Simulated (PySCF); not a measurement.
Si(Me)3(Cl) (C3H9ClSi), SMILES Cl[Si](C)(C)C.

Coordinates come from a PBE-D3(BJ)/def2-SVP optimisation. The isomer is the one that the SMILES or the coordinates give; other isomers of the formula were not compared.

Level of theory: PySCF with ωB97X/def2-TZVP.

Symmetry labels are those of the subgroup Cs that the program uses (full group C3v).

Computed valence orbital energies around the gap with their symmetry:
```json
[
 {"orbital": "HOMO−7", "symmetry": "A\"", "energy (eV)": "-13.86"},
 {"orbital": "HOMO−6", "symmetry": "A'", "energy (eV)": "-13.86"},
 {"orbital": "HOMO−5", "symmetry": "A\"", "energy (eV)": "-13.46"},
 {"orbital": "HOMO−4", "symmetry": "A'", "energy (eV)": "-12.27"},
 {"orbital": "HOMO−3", "symmetry": "A\"", "energy (eV)": "-11.92"},
 {"orbital": "HOMO−2", "symmetry": "A'", "energy (eV)": "-11.92"},
 {"orbital": "HOMO−1", "symmetry": "A\"", "energy (eV)": "-10.75"},
 {"orbital": "HOMO", "symmetry": "A'", "energy (eV)": "-10.75"},
 {"orbital": "LUMO", "symmetry": "A'", "energy (eV)": "2.73"},
 {"orbital": "LUMO+1", "symmetry": "A'", "energy (eV)": "3.53"},
 {"orbital": "LUMO+2", "symmetry": "A'", "energy (eV)": "3.81"},
 {"orbital": "LUMO+3", "symmetry": "A\"", "energy (eV)": "3.81"}
]
```
